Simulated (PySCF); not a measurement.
**First hyperpolarisability of 1-chloro-4-ethynylbenzene (SMILES C#Cc1ccc(Cl)cc1)**

Theory: quadratic response CAM-B3LYP/aug-cc-pVDZ first hyperpolarisability, Taylor convention, gas phase in PySCF 2.14.0. Geometry: PBE0-D3(BJ)/def2-SVP.

Input:
```
{"job": {"kind": "beta", "xc": "CAM-B3LYP", "basis": "aug-cc-pVDZ"}, "charge": 0, "multiplicity": 1}
C      3.082375     0.516286     0.413395
C      1.898961     0.296636     0.260544
C      0.506221     0.037398     0.081390
C     -0.319006     0.985058    -0.547864
C     -1.674440     0.738762    -0.724879
C     -2.217564    -0.463498    -0.271388
Cl    -3.905311    -0.770448    -0.491811
C     -1.417613    -1.418808     0.355979
C     -0.062874    -1.166719     0.530050
H      4.130014     0.711104     0.549139
H      0.114944     1.922885    -0.899414
H     -2.317136     1.472867    -1.213162
H     -1.861793    -2.352835     0.703375
H      0.570971    -1.908234     1.019756
```
Coordinates are in Å.

Command: `OMP_NUM_THREADS=1 python excited_run.py task.json out`

What does the run print?

DR is the depolarisation ratio; parallel is 3/5 of the vector part along the dipole.
```
coarse grid: 13416 points
cycle   1  E = -767.7898617402  dE =  1.825e+00  |g| = 3.627e-01  |ddm| = 6.480e+01
cycle   2  E = -767.8034673164  dE = -1.361e-02  |g| = 3.352e-01  |ddm| = 6.272e+00
cycle   3  E = -767.8296237080  dE = -2.616e-02  |g| = 7.541e-02  |ddm| = 2.905e+00
cycle   4  E = -767.8310106839  dE = -1.387e-03  |g| = 3.006e-02  |ddm| = 6.134e-01
cycle   5  E = -767.8312473991  dE = -2.367e-04  |g| = 6.727e-03  |ddm| = 2.913e-01
cycle   6  E = -767.8312584660  dE = -1.107e-05  |g| = 1.445e-03  |ddm| = 6.231e-02
cycle   7  E = -767.8312591329  dE = -6.668e-07  |g| = 6.999e-04  |ddm| = 1.479e-02
final grid: 128272 points
cycle   8  E = -767.8620916604  dE = -1.440e-05  |g| = 3.403e-03  |ddm| = 6.357e-01
cycle   9  E = -767.8620908483  dE =  8.121e-07  |g| = 3.940e-03  |ddm| = 7.023e-02
cycle  10  E = -767.8620949269  dE = -4.079e-06  |g| = 8.335e-04  |ddm| = 3.043e-02
cycle  11  E = -767.8620950901  dE = -1.633e-07  |g| = 1.621e-04  |ddm| = 6.378e-03
cycle  12  E = -767.8620950965  dE = -6.369e-09  |g| = 6.497e-05  |ddm| = 1.537e-03
cycle  13  E = -767.8620950976  dE = -1.158e-09  |g| = 2.082e-05  |ddm| = 5.728e-04
cycle  14  E = -767.8620950978  dE = -1.305e-10  |g| = 6.392e-06  |ddm| = 2.117e-04
converged SCF energy = -767.8620950978

Lowest singlets (eV, f): 5.0018 0.0009  5.0775 0.4278  5.5699 0.0000

First hyperpolarisability (au)
process     nm      |vector|   parallel      HRS      DR
static         -      420.17     -252.1     167.42   5.754
shg       1907.0      449.34     -269.6     179.04   5.742
eope      1907.0      429.54    -257.73          -       -
shg       1064.0      527.27    -316.36     210.12   5.705
eope      1064.0      451.52    -270.91          -       -
```

It took 65 s wall time on 1 thread of an Arm Neoverse V2, shared host, peak memory 1.1 GiB.
